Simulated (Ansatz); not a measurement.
Total energies of C$_{2}$H$_{8}$AlNSi.

Z-matrix (Å, degrees):
```
Al
N 1 1.966
C 1 2.020 2 41.6
H 1 1.584 2 116.6 3 -96.3
H 1 1.585 2 109.3 3 115.6
C 2 1.281 1 137.1 3 -124.0
H 3 1.089 1 137.9 2 105.6
H 3 1.092 1 100.6 2 -108.5
Si 6 1.873 2 121.1 1 -64.3
H 6 1.098 2 117.9 1 115.6
H 9 1.487 6 109.2 2 -123.2
H 9 1.483 6 108.4 2 -2.4
H 9 1.486 6 109.8 2 118.4
```

Charge 0, multiplicity 1. The bonds changed during the relaxation, so this is another structure than the one it started from. All single points use the PBE0-D4/def2-TZVP geometry. It is one conformer, not always the lowest. Basis def2-TZVPP, Ansatz.

RPA on PBE orbitals: Hartree–Fock energy of these orbitals -665.64309 Eh, correlation -1.31189 Eh (frozen core).

```csv
functional,energy without D4 (Eh),D4 term (kJ/mol)
LDA (SPW92),-664.28694,–
PBE,-667.24979,-28.9
r2SCAN,-667.58446,-7.3
PBE0,-667.31414,-24.6
B3LYP,-667.77290,-46.5
r2SCANh,-667.57303,-7.8
r2SCAN0,-667.55716,-8.6
HSE06 (plane-wave form),-667.29363,-23.1
ωB97X-V,-667.59091,–
B2PLYP,-667.36017,–
```

Task: Give the same for revPBE, BLYP, B97M-V, BHLYP, CAM-B3LYP, LC-ωPBE, ωB97M-V, PBE-QIDH. (Estimate.)

Result: The calculation gave: 
| functional | energy without D4 (Eh) | D4 term (kJ/mol) |
| --- | --- | --- |
| revPBE | -667.56464 | -85.1 |
| BLYP | -667.65840 | -62.8 |
| B97M-V | -667.58715 | – |
| BHLYP | -667.63349 | -36.2 |
| CAM-B3LYP | -667.65643 | -25.2 |
| LC-ωPBE | -667.45065 | – |
| ωB97M-V | -667.60725 | – |
| PBE-QIDH | -667.11858 | – |

B3LYP takes the VWN-RPA correlation (the form of Gaussian; ORCA's B3LYP/G). HSE06 is the plane-wave form, built on full-range PBE exchange. The double hybrids freeze the cores in their second-order part.

LC-ωPBE has ω = 0.4 bohr⁻¹.
